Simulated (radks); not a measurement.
Valence configurations of Ho III (all share [Xe]). Calculated with a radial shooting solver on a logarithmic mesh with Libxc functionals: Dirac Kohn-Sham, BLYP, spin-unpolarised, spherical densities, point nucleus; open shells fill j = l - 1/2 first. Energies are relative to 4f11; eigenvalues in eV.

valence              E (eV)  e(4f5/2)  e(4f7/2)  e(5d3/2)  e(6p1/2)  e(6s1/2)
4f11                  0.000   -17.599   -16.621         -         -         -
4f10.5 5d0.5          1.941   -20.541   -19.531   -14.561         -         -
4f10 6s1              4.905   -26.395   -25.351         -         -   -16.877
4f10 5d1              5.011   -23.733   -22.691   -15.344         -         -
4f10 6p1              9.332   -27.463   -26.418         -   -13.020         -
4f9 5d1 6s1          15.791   -33.590   -32.481   -18.804         -   -17.584
4f9 6s2              17.456   -36.668   -35.556         -         -   -18.707
4f9 6s1.5 6p0.5      19.894   -37.188   -36.076         -   -14.094   -18.990
4f7 5d0.5 6s2 6p1.5  76.002   -60.088   -58.840   -28.979   -16.609   -22.382
4f7 6s2 6p2          82.417   -62.399   -61.149         -   -17.230   -23.178

NIST lists [Xe] 4f11 as the ground configuration; this level of theory agrees among the configurations tried. The energies are those of spherical spin-averaged densities, not of single terms.
